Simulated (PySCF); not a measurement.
F7Re (SMILES [F][Re]([F])([F])([F])([F])([F])[F]), singlet, at a GFN2-xTB geometry (such geometries of metal compounds can be far from the true shape) (core potentials on Re); DF-CAMB3LYP/def2-SV(P) (PySCF).

Input for PySCF:
```python
from pyscf import gto, scf, dft

mol = gto.Mole()
mol.atom = '''
    Re    0.00000000    0.00000000    0.00000000
    F     0.26548101    1.80612236   -0.29229660
    F     0.04380752   -0.28931968   -1.74793913
    F    -0.04380752    0.28931968    1.74793913
    F    -1.65749255    0.80027314   -0.17400229
    F     0.86031045   -1.61084100    0.28818856
    F    -1.28986775   -1.31152636    0.18475728
    F     1.82156884    0.31597187   -0.00664695
'''
mol.basis = 'def2-sv(p)'
mol.ecp = {'Re': 'def2-sv(p)'}
mol.verbose = 4
mol.build()

mf = dft.RKS(mol)
mf.xc = 'camb3lyp'
mf.diis_space = 12
mf = mf.density_fit(auxbasis='def2-universal-jkfit')
mf.kernel()
mf.analyze()
```

The log (banner, timings and long lists left out):

```
PySCF version 2.14.0

[INPUT] verbose = 4
[INPUT] num. atoms = 8
[INPUT] num. electrons = 78
[INPUT] charge = 0
[INPUT] spin (= nelec alpha-beta = 2S) = 0
[INPUT] symmetry False subgroup None
[INPUT] Mole.unit = angstrom
[INPUT] Symbol           X                Y                Z      unit          X                Y                Z       unit  Magmom
[...]
nuclear repulsion = 612.838844825321
number of shells = 53
number of NR pGTOs = 218
number of NR cGTOs = 123
basis = def2-sv(p)
ecp = {'Re': 'def2-sv(p)'}

******** <class 'pyscf.df.df_jk.DFRKS'> ********
method = DFRKS
initial guess = minao
damping factor = 0
level_shift factor = 0
DIIS = <class 'pyscf.scf.diis.CDIIS'>
diis_start_cycle = 1
diis_space = 12
diis_damp = 0
SCF conv_tol = 1e-09
SCF conv_tol_grad = None
SCF max_cycles = 50
direct_scf = False
XC library pyscf.dft.libxc version 7.1.2
    S. Lehtola, C. Steigemann, M. J. T. Oliveira, and M. A. L. Marques,  SoftwareX 7, 1–5 (2018)
XC functionals = camb3lyp
    T. Yanai, D. P. Tew, and N. C. Handy,  Chem. Phys. Lett. 393, 51 (2004)
radial grids:
    Treutler-Ahlrichs [JCP 102, 346 (1995); DOI:10.1063/1.469408] (M4) radial grids

becke partition: Becke, JCP 88, 2547 (1988); DOI:10.1063/1.454033
pruning grids: <function nwchem_prune>
grids dens level: 3
symmetrized grids: False
atomic radii adjust function: <function treutler_atomic_radii_adjust>
small_rho_cutoff = 0
Set gradient conv threshold to 3.16228e-05
Initial guess from minao.
tot grids = 124144
******** <class 'pyscf.df.df.DF'> ********
auxbasis = def2-universal-jkfit
Create RSH-DF object <pyscf.df.df.DF object> for omega=0.33
******** <class 'pyscf.df.df.DF'> ********
auxbasis = auxmol.basis = def2-universal-jkfit
init E= -764.055538882742
[...]
cycle= 1 E= -775.580267984042  delta_E= -11.5  |g|= 2.06  |ddm|= 8.05

WARN: HOMO -0.398808428966012 == LUMO -0.398805453039063

cycle= 2 E= -770.601345135796  delta_E= 4.98  |g|= 5.17  |ddm|= 5.58
[...]
cycle= 3 E= -776.298880797623  delta_E= -5.7  |g|=  0.8  |ddm|= 4.69
[...]
cycle= 4 E= -776.402087267131  delta_E= -0.103  |g|= 0.311  |ddm|= 0.685
[...]
cycle= 5 E= -776.417724417412  delta_E= -0.0156  |g|= 0.0706  |ddm|= 0.237
[...]
cycle= 6 E= -776.418660226973  delta_E= -0.000936  |g|= 0.0261  |ddm|= 0.0716
[...]
cycle= 7 E= -776.418761503612  delta_E= -0.000101  |g|= 0.0142  |ddm|= 0.0199
[...]
cycle= 8 E= -776.418798709221  delta_E= -3.72e-05  |g|= 0.00499  |ddm|= 0.0104
[...]
cycle= 9 E= -776.418806047149  delta_E= -7.34e-06  |g|= 0.00142  |ddm|= 0.00648
[...]
cycle= 10 E= -776.418806579893  delta_E= -5.33e-07  |g|= 0.000629  |ddm|= 0.0017
[...]
cycle= 11 E= -776.418806730761  delta_E= -1.51e-07  |g|= 0.000145  |ddm|= 0.00107
[...]
cycle= 12 E= -776.418806743966  delta_E= -1.32e-08  |g|= 1.66e-05  |ddm|= 0.000386
[...]
cycle= 13 E= -776.418806744203  delta_E= -2.38e-10  |g|= 3.83e-06  |ddm|= 5.71e-05
[...]
Extra cycle  E= -776.418806744203  delta_E= 4.55e-13  |g|= 7.31e-06  |ddm|= 9.1e-06
converged SCF energy = -776.418806744203
**** SCF Summaries ****
Total Energy =                        -776.418806744203039
Nuclear Repulsion Energy =             612.838844825321303
One-electron Energy =                -2325.271828802645814
Two-electron Energy =                  936.014177233121472
Two-electron Coulomb Energy =         1017.424216729220802
DFT Exchange-Correlation Energy =      -81.410039496099387
HOMO-LUMO gap [eV] =                     7.071331828883898
**** MO energy ****
[...]
Dipole moment(X, Y, Z, Debye): -0.00001,  0.00004, -0.00001
```
